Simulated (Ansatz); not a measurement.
Basis-set extrapolation for C₂H₈FNSi, SMILES `C[SiH](F)CN` (PBE0-D4/def2-TZVP geometry, frozen core, the Gaussian-basis code of Ansatz). Multiplicity 1, RHF reference.

|  | def2-TZVPP | def2-QZVPP |
| --- | --- | --- |
| HF | -523.403210 | -523.423918 |
| MP2 correlation | -0.941237 | -1.013105 |
| CCSD(T) correlation | -1.020382 | not run |

Energies in hartree. Use E(X) = E(∞) + A·exp(−7.88·√X) for Hartree–Fock and E(X) = E(∞) + B·X^(−2.97) for correlation, with X = 3 and 4, and add CCSD(T) minus MP2 of the smaller set to the MP2 limit.

**Question.** What is the CCSD(T) energy at the basis-set limit?

**Answer.** HF limit: -523.423918 + (-0.020708) × 0.13774 = -523.42677. MP2 limit: -1.013105 + (-0.071868) × 0.74074 = -1.06634. Higher-order term: -1.020382 − (-0.941237) = -0.07914. Total: -524.57225 hartree, 390.3 kJ/mol below CCSD(T)/def2-TZVPP.
